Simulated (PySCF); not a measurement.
Au³⁸⁺: ionisation energy

Au³⁸⁺ [Kr] 4d5 [4d3/2^4 4d5/2^1, M_J = 5/2] → Au³⁹⁺ [Kr] 4d4 [4d3/2^4, M_J = 0], as a difference of total energies. All numbers are calculated (PySCF 2.14, the two-component X2C-1e Hamiltonian, in an uncontracted even-tempered set (16 s from 4.3 bohr⁻², ratio 2.8; 14 p from 5.6 bohr⁻², ratio 2.8; 9 d from 5.6 bohr⁻², ratio 2.8; 3 f from 23 bohr⁻², ratio 3)). Correlated levels: [Ar] 3d10 frozen; the 90 highest virtual spinors dropped. "Screened" scales the spin-orbit matrix elements by Boettger's factors to mimic the two-electron term; Breit and QED terms are absent.

| method | ionisation energy (eV) |
| --- | --- |
| GHF (spin-free) | 1778.5 |
| GMP2 (spin-free) | 1778.4 |
| GHF (screened spin-orbit) | 1758.1 |
| GMP2 (screened spin-orbit) | 1758.0 |

Breit and QED terms and the two-electron picture change are absent.

The spin-free rows relax to the high-spin LS determinant and lack the spin-orbit shift.

The labels give the starting determinants; with spin-orbit coupling the two ends relaxed to ⟨J²⟩ = 8.75, ⟨L²⟩ = 5.96, ⟨S²⟩ = 3.03 and ⟨J²⟩ = 0.00, ⟨L²⟩ = 2.51, ⟨S²⟩ = 2.51.

For comparison: 1758 ± 4 eV (theoretical estimate listed by NIST; NIST Atomic Spectra Database, ionization energies).
